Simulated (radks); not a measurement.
Spherical quantum dot in the effective-mass picture: electrons in a hard-walled sphere of radius 2.41, all in effective atomic units (hartree* = m*/eps^2 hartree, bohr* = eps/m* bohr), one dielectric constant everywhere. Calculated with a radial shooting solver with Libxc functionals: non-relativistic Kohn-Sham, LDA (Slater exchange, Perdew-Wang correlation), spin-polarised, spherical densities. Levels are named by radial order and angular momentum (1s, 1p, 1d, 2s, ...), and open shells are averaged over m. Results are scaled to m* = 0.039 and eps = 6.9, for which hartree* = 22.29 meV and bohr* = 9.362 nm.

N = 3, configuration 1s2 1p(up 1, down 0). This is the lowest configuration that the search found. Occupied and some empty levels:

level    occupation  eigenvalue (meV)  <r> (nm)
1s up             1            52.589     12.02
1s down           1            54.177     11.98
1p up             1            69.967     13.74
1p down           0            71.670     13.74
1d up             0            93.500     14.84
1d down           0            95.209     14.85
2s up             0            110.26     11.02
2s down           0            111.40     11.03
1f up             0            122.49     15.63
1f down           0            124.16     15.64

Energy (meV): total 118.119, kinetic 77.749, external 0, Hartree 66.752, exchange-correlation -26.382.
